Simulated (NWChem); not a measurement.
GeH4; SMILES [GeH4]

```xyz
5

Ge     0.0000     0.0000     0.0000
H      1.0627     0.0000    -1.1108
H      0.4317     0.9580     1.1221
H     -0.1477    -1.4209     0.5679
H     -1.3467     0.4629    -0.5792
```
Atoms are numbered in this order, from 1.

Computed with NWChem. Pople sets run with spherical d functions. Structure relaxed at the PBE0/def2-SVP level. Static field.

**Question.** Order these by “isotropic polarisability (bohr³)”, lowest first: PBE/aug-cc-pVDZ; PBE/def2-TZVP; PBE/def2-SVP; PBE/6-31G*.

**Answer.** PBE/6-31G* (26.8), PBE/def2-SVP (30.3), PBE/def2-TZVP (34.4), PBE/aug-cc-pVDZ (36.7)
